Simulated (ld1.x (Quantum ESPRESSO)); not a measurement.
## What one change does to a pseudopotential (Sb, TM)

antimony (Sb), norm-conserving Troullier–Martins (Kleinman–Bylander form), made with ld1.x (Quantum ESPRESSO) 7.5 (Wu–Cohen, scalar-relativistic). Core [Kr] 4d10, reference 5s2 5p3. Waves: 5s (bound): rc 1.85 bohr; 5d channel at 0.25 Ry: rc 1.40 bohr; 5p (bound): rc 1.65 bohr. Local part: the p channel. Core correction: none.

Change: all radii scaled by about 1.30 (s 2.40, p 2.14, d 1.82 bohr).

Cutoffs: the cutoffs (Ry, on a coarse ladder) from which the occupation-weighted sum of valence levels, in a spherical-Bessel basis at the reference potential, stays within 10 and 1 mRy of its value at 400 Ry; they do not see the model core or the augmentation charge, which bear on the density cutoff. Errors are all-electron minus pseudo energies relative to the spin-unpolarised reference configuration.

Question: Predict the effect on cutoff, ghosts and configuration errors.

Answer: The potential gets softer (45 Ry and 100 Ry → 18 Ry and 30 Ry); the bound ghosts move from s to d; of the 7 tests that both files solve, the error grows in 2 and shrinks in 4 by more than 15 % and 0.3 meV (median size 17.7 → 4.8 meV). A larger radius leaves more room for a smooth pseudo-wave, so fewer plane waves are needed.

| quantity | base | changed |
| --- | --- | --- |
| cutoff, loose | 45 Ry | 18 Ry |
| cutoff, tight | 100 Ry | 30 Ry |
| loose cutoff by channel (10 mRy a level) | s 18 Ry, p 35 Ry | s 10 Ry, p 10 Ry |
| bound ghosts | s | d |
| error for 5s2 5p2, meV [ΔE 8.35 eV] | -2.9 | -3.9 |
| error for 5s2 5p1, meV [ΔE 24.39 eV] | -18 | -15 |
| error for 5s2 5p0, meV [ΔE 48.87 eV] | -46 | -21 |
| error for 5s1 5p4, meV [ΔE 8.15 eV] | +29 | +5.2 |
| error for 5s2 5p3.3, meV [ΔE -1.16 eV] | +0.3 | +0.2 |
| error for 5s2 5p2.5, meV [ΔE 3.28 eV] | -0.8 | -1.2 |
| error for 5s1 5p3, meV [ΔE 17.13 eV] | +37 | +4.8 |

 A true bound ghost makes a file unfit for plane-wave use even where its test errors are small: the radial tests pick states by their node count and pass the ghost by.
